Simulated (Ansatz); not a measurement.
Vertical singlet–triplet gap (eV) of eight halogen compounds: PBE beside PBE0, computed with Ansatz (an electronic-structure program) for isolated molecules in the bases named; differences from unrounded values. The eight are the first of their class met in an unordered collection, after screening for sound electronic states; none was chosen by its value. Functionals give these values as differences of separate SCF runs (ΔSCF), EOM-CCSD as a root; each molecule has one DFT geometry for both levels.

| molecule | basis | PBE0 | PBE | difference |
|---|---|---|---|---|
| 1-bromo-3-fluoropropa-1,2-diene (C₃H₂BrF), SMILES C(F)=C=CBr | def2-SVPD | 4.02 | 3.99 | -0.03 |
| 1-chloro-2-fluorocyclobutene (C4H4ClF), SMILES ClC1CCC=1F | def2-SVPD | 4.22 | 4.30 | 0.08 |
| 1-chlorobuta-1,2-diene (C4H5Cl), SMILES CC=C=CCl | def2-SVPD | 4.15 | 4.20 | 0.05 |
| 1,2-difluorocyclobutene (C4H4F2), SMILES FC1=C(F)CC1 | def2-SVPD | 4.51 | 4.61 | 0.10 |
| 1,1-dichloro-2,2-difluoroethane (C₂H₂Cl₂F₂), SMILES FC(F)C(Cl)Cl | def2-SVPD | 6.54 | 6.04 | -0.50 |
| CBr2Cl2, SMILES BrC(Cl)(Cl)Br | def2-SVPD | 4.43 | 3.98 | -0.44 |
| C₂H₅FSe, SMILES CC[Se]F | def2-SVPD | 2.26 | 2.21 | -0.05 |
| dibromo(fluoro)methane (CHBr2F), SMILES BrC(F)Br | def2-SVPD | 4.99 | 4.68 | -0.31 |

PBE lies below PBE0 in 5 and above it in 3 of the eight; the mean signed difference is -0.14 and the largest -0.50 eV.
